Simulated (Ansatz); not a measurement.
The same path of CH5AlBNO2 (11 atoms, charge 0, multiplicity 1) was run 3 times with different band settings. The coordinate that changes most is the height of N1 over the plane of its neighbours.

All numbers below come from Ansatz 0.2.0, RHF/def2-SVP.

Relaxed end points:

```xyz
11
Properties=species:S:1:pos:R:3
N -0.013 -2.514 -0.945
C 0.228 -1.644 0.147
O 1.425 -0.804 0.054
Al 0.103 0.260 0.216
B -0.448 2.344 0.248
O -0.640 2.923 1.444
H -0.103 -2.035 -1.821
H 0.728 -3.188 -1.041
H 0.269 -2.233 1.063
H -0.599 2.999 -0.756
H -0.883 3.836 1.412
```

```xyz
11
Properties=species:S:1:pos:R:3
N 0.240 -2.215 -1.186
C 0.291 -1.613 0.119
O 1.470 -0.798 0.278
Al 0.146 0.281 0.226
B -0.383 2.368 0.243
O -0.764 2.908 1.411
H -0.682 -2.558 -1.386
H 0.878 -2.992 -1.259
H 0.218 -2.322 0.948
H -0.360 3.057 -0.748
H -0.988 3.827 1.373
```

Common settings: movable images 5; climbing image yes; spring 5.0 eV/Å²; optimiser quadratic models (default); iteration limit 60; end points relaxed.

| run | start path | force threshold |
| --- | --- | --- |
| 1 | through a guess of the saddle point | 0.03 eV/Å |
| 2 | through a guess of the saddle point | 0.5 eV/Å |
| 3 | straight line | 0.03 eV/Å |

Task: What does each run give, and how far can it be trusted?

Result: Run 1: converged after 31 iterations, highest image 0.181 eV above the first end. A vibrational analysis at the climbing image gives one clearly imaginary mode, 576i cm⁻¹: a first-order saddle point.
Run 2: converged after 10 iterations, highest image 0.319 eV above the first end. The threshold of 0.5 eV/Å is loose, so the images may lie well off the minimum-energy path. The order of the stationary point at the top wasn't checked. Another band between the same ends, with other settings, climbed to 0.18 eV only, so this may not be the lowest route.
Run 3: converged after 12 iterations, highest image 0.181 eV above the first end. Another band between the same ends (5 images) ends at a top of the same energy, where a vibrational analysis finds 1 clearly imaginary mode.
